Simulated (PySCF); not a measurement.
**Dipole moment and polarisability of (MgO)3 ring**

(MgO)3 ring, Mg3O3.
Geometry (PBE0-D3(BJ)/def2-SVP, Å), atoms numbered from 1 in this order:
```
atom  x, y, z in Å
Mg1    1.4349    0.3715   -0.8356
O2    -0.0312    1.2927   -1.4484
Mg3   -1.4705    0.7604   -0.4388
O4    -1.6396   -0.4298    0.9505
Mg5    0.0289   -1.1293    1.2710
O6     1.6775   -0.8655    0.5014
```

Level: B3LYP/def2-SVPD (PySCF), static field, nuclei fixed, core orbitals frozen in the response. The polarisability tensor in these axes (au):

```
x   82.23 -2.43 -2.05
y   -2.43 73.44 -8.20
z   -2.05 -8.20 75.49
```

Question: What are the eigenvalues, a third of the trace, and Δα (Δα² = ½Σ(αi − αj)² over the three pairs)?

Answer: Principal values 65.60, 82.69 and 82.87 au; mean 77.06 au = 11.42 Å³ = 12.70 × 10⁻⁴⁰ C²·m²/J; Δα = 17.19 au (22 % of the mean).

Question: What is the dipole moment?

Answer: 0.09 D at this geometry.

Question: Molar refractivity from α?

Answer: Lorentz–Lorenz: R = (4π/3)N_A α = 2.5225 cm³/(mol·Å³) × 11.42 Å³ = 28.8 cm³/mol, in the limit of long wavelengths.

Question: What are the principal values of the traceless quadrupole moment, Θ = ½Σq(3rr − r²1), about the centre of nuclear charge?

Answer: -0.34, -0.18, 0.53 D·Å. The values depend on the origin, since the dipole doesn't vanish. The electronic extent ⟨r²⟩ about the same centre is 790 bohr², a root-mean-square distance of 1.92 Å for the 60 electrons.

Question: Find the Langevin capture rate constant for H3+ (3.023 u) meeting this molecule (119.940 u), k = 2.342 × 10⁻⁹ cm³/s × √(α in Å³ / reduced mass in u).

Answer: The reduced mass is 2.95 u, so k = 4.61 × 10⁻⁹ cm³/s.

Question: What would n − 1 = 2πNα be for an ideal gas of these molecules at 500 K and 1 atm, electronic part alone?

Answer: N = p/kT = 1.4678 × 10¹⁹ cm⁻³, so n − 1 = 2π × N × 11.42 × 10⁻²⁴ cm³ = 1053 × 10⁻⁶ at long wavelengths, for an ideal gas.

One conformer (not necessarily the lowest) at the PBE0-D3(BJ)/def2-SVP geometry, without solvent, vibrations or thermal averaging.
